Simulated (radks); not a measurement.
Results of a calculation; reference values are marked as such.
These are the eigenvalues of the occupied orbitals of an atom or ion with whole-number occupations (eV). Code: a radial shooting solver on a logarithmic mesh with Libxc functionals. Model: scalar-relativistic Kohn-Sham, exchange-only LDA, spin-polarised, spherical densities, point nucleus.

| orbital | eigenvalue |
|---|---|
| 1s up | -63268.89 |
| 1s down | -63257.58 |
| 2s up | -13859.21 |
| 2s down | -13849.12 |
| 2p up | -12724.82 |
| 2p down | -12712.68 |
| 3s up | -5534.474 |
| 3s down | -5501.709 |
| 3p up | -5194.691 |

Which element is it, and in what charge state? The configuration may be excited. Open shells, if any, are filled with parallel spins first.

Answer. Z = 69, thulium, charge +54: Tm54+ in [Ne] 3s2 3p3. The list shows which subshells hold electrons but not how many an open one holds; the 1s level, -2325.1 hartree, gives Z - s = 68.2 by -(Z - s)^2/2, which with screening and relativity narrows Z to a few neighbours, and the depths of the outer levels then fix element, charge and occupations together.
